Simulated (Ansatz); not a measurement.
Relaxation of AlH$_{8}$N$_{3}$ (12 atoms, charge 0, multiplicity 1), to a largest force component of 0.03 eV/Å in at most 50 steps.

Level of theory: RKS PBE-D4/def2-SVP in Ansatz 0.2.0.

```xyz
12
Properties=species:S:1:pos:R:3
Al 0.032 0.722 -0.465
H 0.012 -0.090 2.174
N 1.577 -0.100 -0.818
H 1.693 -0.945 -1.377
H 2.493 0.240 -0.511
N -1.536 0.054 -1.000
H -1.688 -0.849 -1.448
H -2.408 0.586 -0.988
N 0.053 2.329 0.500
H 0.910 2.855 0.690
H -0.759 2.934 0.630
H 0.016 0.610 1.975
```

Problem. Where does it end, and by what steps?

Solution. The run converged. The force dipped under the threshold on the way, but the program's further checks kept it going. After 16 steps the energy has fallen by 0.187 eV; H2 moved furthest, 1.30 Å.

```csv
step,energy less start (eV),largest force component (eV/Å),accepted
0,0.0000,1.904,yes
1,-0.1176,0.628,yes
2,-0.1422,0.347,yes
3,-0.1500,0.317,yes
4,-0.1572,0.287,yes
5,-0.1649,0.347,yes
6,-0.1709,0.250,yes
7,-0.1765,0.156,yes
8,-0.1809,0.070,yes
9,-0.1837,0.024,yes
10,-0.1839,0.193,yes
11,-0.1854,0.134,yes
12,-0.1860,0.071,yes
13,-0.1863,0.019,yes
14,-0.1865,0.013,yes
15,-0.1866,0.034,yes
16,-0.1866,0.017,yes
```

```xyz
12
Properties=species:S:1:pos:R:3
Al -0.030 0.697 -0.658
H 0.402 0.481 3.271
N 1.517 -0.133 -0.986
H 1.704 -0.742 -1.783
H 2.342 -0.086 -0.386
N -1.548 0.137 -1.416
H -1.696 -0.792 -1.813
H -2.396 0.696 -1.523
N -0.056 2.097 0.464
H 0.755 2.668 0.707
H -0.894 2.490 0.897
H 0.296 0.832 2.589
```

Run time: 24 s on 2 threads of Arm Neoverse V2, on a shared host, peak memory 0.13 GiB.
